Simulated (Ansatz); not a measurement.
`B[N]CC`, charge 0, multiplicity 2.

(1) Give a relaxed structure at PBE0-D4/def2-TZVP (the Gaussian-basis code of Ansatz). (An estimate is asked.)

## Answers

(1) The calculation gave: 
```xyz
11

B    -0.7648   -1.3563   -1.4616
N    -0.5782   -0.3805   -0.5730
C    -0.3797    0.3596    0.5905
C     1.0244    0.9253    0.7366
H    -0.9032   -1.1126   -2.6322
H    -0.7932   -2.5013   -1.0712
H    -1.1271    1.1635    0.6493
H    -0.6089   -0.3029    1.4432
H     1.1144    1.4814    1.6723
H     1.2532    1.6016   -0.0888
H     1.7633    0.1222    0.7350
```
This is one stationary point; other conformers may exist.
